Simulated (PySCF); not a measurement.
C2H5O, SMILES C[CH]O, multiplicity 2. The structure is a stationary point at PBE0-D3(BJ)/def2-TZVP. The isomer is the one that the SMILES or the coordinates give; other isomers of the formula were not compared. Other conformers were not sampled.

Computed equilibrium geometry at PBE0-D3(BJ)/def2-TZVP (PySCF confirms it by a frequency run) as a Z-matrix (one conformer of several):
```
C
O 1 1.3656
H 2 0.9600 1 109.33
H 1 1.0871 2 116.84 3 26.65
C 1 1.4748 4 121.15 2 -148.20
H 5 1.0912 1 110.34 4 -37.40
H 5 1.0942 6 108.37 1 121.51
H 5 1.1009 6 107.80 7 115.44
```
Charge 0, spin multiplicity 2.
